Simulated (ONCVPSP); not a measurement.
## osmium: one change to an ONCV potential, before and after

* Element: Os (Z = 76)
* Generator: ONCVPSP 4.0.1
* Type: optimised norm-conserving Vanderbilt (ONCV)
* Functional: PBE
* Relativity: scalar-relativistic
* Frozen core: [Kr] 4d10 4f14
* Valence charge: 16
* Reference configuration: 5s2 5p6 5d6 6s2
* Partial waves: 5s+6s: rc 1.90 bohr, ncon 5, nbas 10, qcut 8.2 1/bohr, 2 projectors; 5p: rc 1.85 bohr, ncon 5, nbas 8, qcut 6.5 1/bohr, local; 5d: rc 2.30 bohr, ncon 4, nbas 8, qcut 5.7 1/bohr, 2 projectors, debl 2.8 Ha
* Local potential: the p channel
* Core correction: none

All-electron outer shells of the reference configuration (PBE, scalar-relativistic, ld1.x):

```
shell  level (eV)  outermost node (bohr)  outermost maximum (bohr)
   5s      -91.55                   0.51                      0.91
   4f      -51.98                      –                      0.40
   5p      -50.84                   0.55                      1.03
   5d       -6.25                   0.60                      1.36
   6s       -6.15                   1.20                      2.48
```

Change: d: ncon 3, nbas 7.

Cutoffs: the cutoffs (Ha) at which the residual kinetic energy of the hardest occupied pseudo-wave falls to 1 and 0.1 mHa per electron; they do not see the model core or the augmentation charge, which bear on the density cutoff. Errors are all-electron minus pseudo energies relative to the spin-unpolarised reference configuration.

**Question.** What does the change do?

**Answer.** The potential gets neither clearly harder nor softer (22 Ha and 26 Ha → 22 Ha and 26 Ha); both files keep a bound ghost (s); of the 4 tests that both files solve, the error grows in 2 and shrinks in 0 by more than 15 % and 0.3 meV (median size 7.2 → 9.6 meV).

| quantity | base | changed |
| --- | --- | --- |
| cutoff, loose | 22 Ha | 22 Ha |
| cutoff, tight | 26 Ha | 26 Ha |
| loose cutoff by channel | s 22 Ha, p 12 Ha, d 13 Ha | s 22 Ha, p 12 Ha, d 13 Ha |
| bound ghosts | s | s |
| GHOST(+) flags under 300 eV | none | none |
| error for 5s2 5p6 5d6 6s1, meV [ΔE 9.58 eV] | -2.7 | -2.7 |
| error for 5s2 5p6 5d6 6s0, meV [ΔE 26.49 eV] | -6.5 | -7.6 |
| error for 5s2 5p6 5d5 6s0, meV [ΔE 55.34 eV] | -7.9 | -12 |
| error for 5s2 5p6 5d5 6s2 6p1, meV [ΔE 6.10 eV] | +272 | +275 |
| s: phases at 1.92 bohr within 0.05 rad from the reference energy up to (Ha; the scan ends near 5) | to the end of the scan | to the end of the scan |
| p: phases at 1.88 bohr within 0.05 rad from the reference energy up to (Ha; the scan ends near 5) | -0.2 | -0.2 |
| d: phases at 2.33 bohr within 0.05 rad from the reference energy up to (Ha; the scan ends near 5) | to the end of the scan | to the end of the scan |

 A true bound ghost makes a file unfit for plane-wave use even where its test errors are small: the radial tests pick states by their node count and pass the ghost by.
